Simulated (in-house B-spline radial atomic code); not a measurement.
**BHandHLYP excitations of Kr⁸⁺**

Method: BHandHLYP. Computed with a B-spline radial code for spherical atoms: linear response of the closed shell [Ar] 3d10 with the functional's adiabatic kernel; scalar-relativistic (spin-free one-electron X2C), finite nucleus, no spin-orbit coupling, no double excitations, S, P, D and F terms only. Only terms of natural parity with L up to 3 were computed.

Command:
```bash
python run_td.py task.json out
```
Settings (radii: box in bohr, nucleus in fm):
```
Z                        36
electrons                28
configuration            [Ar] 3d10
hamiltonian              x2c
method                   bhandhlyp
box_radius               11.59
rms_radius               4.1884
intervals                69
```

Run time, properties included: 1.3 s on 1 thread of Intel(R) Xeon(R) Platinum 8259CL CPU @ 2.50GHz (Skylake/Cascade Lake) (shared host).

The lowest states, in the order of their Tamm-Dancoff energies; the method's threshold (minus the highest occupied level) is 226.12 eV. Labels give the largest channel, * marks a mixed state, and oscillator strengths are full-response dipole values. Semilocal kernels can invert the small singlet-triplet splittings of Rydberg terms. Energies in eV:

```json
{"state": "3d → 4s 3D", "full response": "82.66", "Tamm-Dancoff": "82.69", "oscillator strength": "-"}
{"state": "3d → 4s 1D", "full response": "83.80", "Tamm-Dancoff": "83.81", "oscillator strength": "-"}
{"state": "3d → 4p 3P", "full response": "101.28", "Tamm-Dancoff": "101.32", "oscillator strength": "-"}
{"state": "3d → 4p 3F", "full response": "101.84", "Tamm-Dancoff": "101.86", "oscillator strength": "-"}
{"state": "3d → 4p 1F", "full response": "102.87", "Tamm-Dancoff": "102.88", "oscillator strength": "-"}
{"state": "3d → 4p 1P", "full response": "?", "Tamm-Dancoff": "?", "oscillator strength": "?"}
{"state": "3d → 4d 3S", "full response": "130.06", "Tamm-Dancoff": "130.13", "oscillator strength": "-"}
{"state": "3d → 4d 3D", "full response": "131.74", "Tamm-Dancoff": "131.76", "oscillator strength": "-"}
{"state": "3d → 4d 1D", "full response": "133.13", "Tamm-Dancoff": "133.15", "oscillator strength": "-"}
{"state": "3d → 4d 1S", "full response": "141.64", "Tamm-Dancoff": "142.70", "oscillator strength": "-"}
{"state": "3d → 5s 3D", "full response": "151.88", "Tamm-Dancoff": "151.89", "oscillator strength": "-"}
{"state": "3d → 5s 1D", "full response": "?", "Tamm-Dancoff": "?", "oscillator strength": "-"}
{"state": "3d → 4f 3P", "full response": "157.62", "Tamm-Dancoff": "157.62", "oscillator strength": "-"}
{"state": "3d → 4f 3F", "full response": "158.20", "Tamm-Dancoff": "158.20", "oscillator strength": "-"}
{"state": "3d → 4f 1F", "full response": "158.79", "Tamm-Dancoff": "158.79", "oscillator strength": "-"}
{"state": "3d → 5p 3P", "full response": "159.81", "Tamm-Dancoff": "159.82", "oscillator strength": "-"}
{"state": "3d → 5p 3F", "full response": "160.00", "Tamm-Dancoff": "160.01", "oscillator strength": "-"}
{"state": "3d → 5p 1F", "full response": "160.30", "Tamm-Dancoff": "160.30", "oscillator strength": "-"}
{"state": "3d → 4f 1P", "full response": "160.41", "Tamm-Dancoff": "160.52", "oscillator strength": "0.99"}
{"state": "3d → 5p 1P", "full response": "160.77", "Tamm-Dancoff": "160.81", "oscillator strength": "0.636"}
{"state": "3d → 5d 3S", "full response": "172.00", "Tamm-Dancoff": "172.02", "oscillator strength": "-"}
{"state": "3d → 5d 3D", "full response": "172.68", "Tamm-Dancoff": "172.69", "oscillator strength": "-"}
```

(1) Where does 3d → 4p 1P lie?

(2) Where does 3d → 5s 1D lie?

(3) How large is the singlet-triplet splitting of 3d → 4s (D terms) in Tamm-Dancoff?

(4) What polarisabilities and dispersion coefficient does the method give?

Results:

(1) At 104.15 eV in full response, 104.24 eV in Tamm-Dancoff, oscillator strength 0.548.

(2) At 152.24 eV in full response, 152.24 eV in Tamm-Dancoff.

(3) 1.12 eV, from the unrounded values.

(4) Dipole 0.2077 bohr³, quadrupole 0.1393 bohr⁵, C6 0.2422 hartree·bohr⁶ for two such species.
